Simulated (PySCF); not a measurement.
CH6FNOSi2, SMILES F[Si@H]1N[SiH2]CO1. Heavy atoms are numbered as in [F:1][Si@H:2]1[NH:3][SiH2:4][CH2:5][O:6]1. Hydrogens are named by the atom that carries them.

The structure is a stationary point at PBE-D3(BJ)/def2-SVP. The structure was generated by enumeration; whether it is a known compound was not checked. One conformer was computed; it need not be the lowest.

Method: PBE/def2-TZVP run with PySCF.

ESP charges are fitted to the potential on shells at 1.4 to 2.0 van der Waals radii. Atomic charges (e), one atom of each kind:

```csv
atom,Mulliken,ESP fit,Löwdin
F1,-0.29,-0.27,0.00
Si2 (SiH),0.60,0.69,-0.03
N3 (NH),-0.47,-0.69,-0.17
Si4 (SiH2),0.26,0.41,0.21
C5 (CH2),-0.15,-0.10,-0.43
O6,-0.30,-0.33,0.09
H on Si2,-0.04,-0.08,-0.04
H on N3,0.22,0.36,0.18
H on Si4,-0.03,-0.09,-0.03
H on C5,0.12,0.09,0.13
```

Computed Mayer and Wiberg (Löwdin basis) orders of the bonds:
```csv
bond,Mayer,Wiberg
F1–Si2,1.15,1.70
Si2–N3,1.14,1.40
N3–Si4,1.13,1.37
Si4–C5,0.99,1.10
Si2–O6,1.19,1.52
C5–O6,0.98,1.46
```
